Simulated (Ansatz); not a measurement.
Reaction (hydrogenolysis of the Al–O bond): `C[O][AlH][Br]` + H₂ → `[AlH2][Br]` + CH₃OH

Program: Ansatz. Geometries: PBE0-D4/def2-TZVP. ΔE: electronic, gas phase. CBS: MP2 limit from def2 TZ/QZ plus the TZ coupled-cluster correction, frozen cores. This one scheme is used for every species. DFT in def2-TZVPP. B3LYP here is the variant with VWN-RPA as its local correlation; programs differ in this. HSE06 is defined as in plane-wave codes. For Br outer-core shells are correlated without core-valence functions, which leaves a few kJ/mol of doubt a bond. Scalar relativity is left out up to krypton. One conformer a species, not always the lowest.

`C[O][AlH][Br]`:

Z-matrix (Å, degrees):
```
C
O 1 1.400
H 1 1.094 2 109.8
H 1 1.094 2 109.8 3 118.7
H 1 1.096 2 112.3 3 -120.6
Al 2 1.672 1 136.8 3 119.9
Br 6 2.257 2 118.8 1 0.0
H 6 1.565 2 119.7 1 -180.0
```

H₂:

Cartesian coordinates in Å:
```
H 0.265 0.114 0.237
H -0.265 -0.114 -0.237
```

`[AlH2][Br]`:

Cartesian coordinates in Å:
```
Al -0.116 -0.078 -0.142
Br 1.194 0.809 1.466
H -0.683 0.897 -1.241
H -0.395 -1.628 -0.082
```

CH₃OH:

Z-matrix (Å, degrees):
```
C
O 1 1.409
H 1 1.097 2 112.4
H 1 1.090 2 107.0 3 -118.5
H 1 1.097 2 112.4 3 123.0
H 2 0.959 1 108.5 3 -61.6
```

| level | ΔE (kcal/mol) | difference from CCSD(T)/CBS |
| --- | --- | --- |
| LDA (SPW92) | 29.1 | -0.5 |
| PBE-D4 | 28.6 | -1.0 |
| revPBE-D4 | 28.8 | -0.8 |
| BLYP-D4 | 31.0 | 1.4 |
| r2SCAN-D4 | 30.9 | 1.3 |
| B97M-V | 27.5 | -2.1 |
| PBE0-D4 | 27.8 | -1.8 |
| B3LYP-D4 | 30.3 | 0.7 |
| r2SCANh-D4 | 30.5 | 0.9 |
| HSE06-D4 | 27.7 | -1.9 |
| BHLYP-D4 | 29.8 | 0.2 |
| CAM-B3LYP-D4 | 30.1 | 0.5 |
| ωB97X-V | 28.8 | -0.8 |
| ωB97M-V | 29.3 | -0.3 |
| B2PLYP | 29.8 | 0.2 |
| PBE-QIDH | 28.6 | -1.0 |
| PBE | 27.3 | -2.3 |
| revPBE | 26.3 | -3.3 |
| BLYP | 28.5 | -1.1 |
| r2SCAN | 30.6 | 1.0 |
| PBE0 | 26.7 | -2.9 |
| r2SCANh | 30.1 | 0.5 |
| HSE06 | 26.7 | -2.9 |
| BHLYP | 28.0 | -1.6 |
| CAM-B3LYP | 28.8 | -0.8 |
| LC-ωPBE | 27.6 | -2.0 |
| RPA@PBE/def2-TZVPP | 28.3 | -1.3 |
| HF/def2-SVP | 24.6 | -5.0 |
| MP2/def2-SVP | 30.5 | 0.9 |
| CCSD(T)/def2-SVP | 28.4 | -1.2 |
| HF/def2-TZVPP | 25.7 | -3.9 |
| MP2/def2-TZVPP | 31.6 | 2.0 |
| SCS-MP2/def2-TZVPP | 30.3 | 0.7 |
| CCSD/def2-TZVPP | 28.6 | -1.0 |
| CCSD(T)/def2-TZVPP | 29.5 | -0.1 |
| HF/def2-QZVPP | 25.9 | -3.7 |
| MP2/def2-QZVPP | 31.7 | 2.1 |
| SCS-MP2/def2-QZVPP | 30.5 | 0.9 |
| HF/CBS(def2) | 26.0 | -3.6 |
| CCSD/CBS(def2) | 28.8 | -0.8 |
| CCSD(T)/CBS | 29.6 | 0 |

Largest T1 diagnostic among the species: 0.010.

Leaving LDA and LC-ωPBE aside and taking each functional with its dispersion term where it has one, the values spread over 3.6 kcal/mol, from B97M-V to BLYP-D4. LDA lies +1.8 kcal/mol from PBE without D4. At CCSD(T), def2-SVP lies −1.2 kcal/mol from the extrapolated value and def2-TZVPP −0.1 kcal/mol. The D4 term adds +2.0 kcal/mol with B3LYP and +1.1 kcal/mol with PBE0; it sums over pairs of atoms, weighted by their polarisabilities, and B3LYP, whose exchange is more repulsive, gets the larger term.
